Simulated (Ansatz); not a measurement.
A single point on CH₂FInSe, SMILES `F[C](=[Se])[InH2]`.

```yaml
crystal:
  periodic: [false, false, false]
  atoms:
    - {symbol: F, position_ang: [1.879349, -1.003576, 0.967198]}
    - {symbol: C, position_ang: [0.703294, -0.766459, 0.430817]}
    - {symbol: Se, position_ang: [-0.485468, -2.059069, 0.190224]}
    - {symbol: In, position_ang: [-0.428999, 0.908703, -0.370182]}
    - {symbol: H, position_ang: [-0.223734, 1.150101, -2.047399]}
    - {symbol: H, position_ang: [-1.402242, 1.706299, 0.783141]}
basis:
  gaussian: {orbitals: def2-TZVPP}
hamiltonian: {xc: pbe}
correlation: {method: rpa}
```

```sh
$ ansatz run in.yaml --threads 4 --pin off --events-out ev --progress --plain
```

Shortened log:

```
Functional definition: PBE
1380 factors; integrals over basis functions are off by at most 8.6e-4 eV
mean field evaluation 1: about -74289.6691 eV, gradient 5.4e1 eV
mean field evaluation 2: about -74289.6636 eV, gradient 5.4e1 eV
mean field evaluation 4: about -74295.3011 eV, gradient 1.9e1 eV
mean field evaluation 8: about -74296.3407 eV, gradient 4.0e-1 eV
mean field evaluation 16: about -74296.3406 eV, gradient 9.1e-5 eV
mean field -74296.34062318 eV, -2730.3401580333 hartree, gradient 1.1e-6 eV, S^2 0.000000; 0 other end points of the search recorded, 0 dependent functions left out
15 core orbitals not correlated: weight in the atoms' cores, before any rotation towards them, 1.000 or more for the frozen orbitals, at most 0.000 for the correlated occupied ones
reference -74217.33691920 eV, -2727.4368254629 hartree; 21, 21 occupied and 152, 152 virtual orbitals, 1380 factors
Total energy: -74256.75479211 eV, -2728.8854055737 hartree
```

Run time 3.9 s (4 threads of a server CPU on a shared host); peak host memory 0.43 GiB.
